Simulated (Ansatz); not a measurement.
Reactions of `COB(Cl)OC`.

Calculated with Ansatz (gas phase, PBE0-D4/def2-TZVP geometries, no zero-point term in ΔE). CCSD(T)/CBS adds triple-zeta CCSD(T) − MP2 to the extrapolated MP2 energy (def2 sets, frozen cores). This one scheme is used for every species, atoms too. DFT in def2-TZVPP. B3LYP here is the variant with VWN-RPA as its local correlation; programs differ in this. Open shells (•) are unrestricted, without spin–orbit coupling. Spin–orbit coupling would lower the free atoms: a little for B, C, Cl, O. For Br outer-core shells are correlated without core-valence functions, so the limit isn't a true one: a few kJ/mol of doubt a bond, and 10 to 20 or more in all where bonds break to atoms. Scalar relativity is left out up to krypton. Each species was taken in one conformer, which may not be the lowest.

| reaction | B3LYP-D4 (eV) | PBE0-D4 (eV) |
| --- | --- | --- |
| `COB(Cl)OC` + `C=CN[SiH3]` → `C=CN(C)[SiH3]` + `COB(O)Cl` | -0.26 | -0.32 |
| `COB(Cl)OC` + H–F → `COB(F)Cl` + CH₃OH | -0.09 | -0.09 |
| `COB(Cl)OC` + H₂O → `COB(O)Cl` + CH₃OH | 0.05 | 0.03 |
| `COB(Cl)OC` + CH₃OH → `COB(OC)OC` + HCl | -0.42 | -0.36 |
| `COB(Cl)OC` + H₂O → `COB(O)OC` + HCl | -0.39 | -0.35 |
| `COB(Cl)OC` → B• + 2 C• + Cl• + 6 H• + 2 O• | 50.40 | 50.63 |
| `COB(Cl)OC` + H₂S → `COB(S)Cl` + CH₃OH | 0.70 | 0.61 |
| `COB(Cl)OC` + HBr → `COB(Br)OC` + HCl | 0.10 | 0.09 |
| `COB(Cl)OC` + HCl → `COB(Cl)Cl` + CH₃OH | 0.54 | 0.48 |
| `COB(Cl)OC` + H–F → `COB(F)OC` + HCl | -0.59 | -0.52 |

(1) Give the CCSD(T)/CBS values in the same order. (An estimate is asked.)

Largest T1 diagnostic: 0.014, for B•.

Results:

(1) Computed: -0.32, -0.03, 0.08, -0.41, -0.35, 50.40, 0.67, 0.06, 0.53, -0.51 eV.
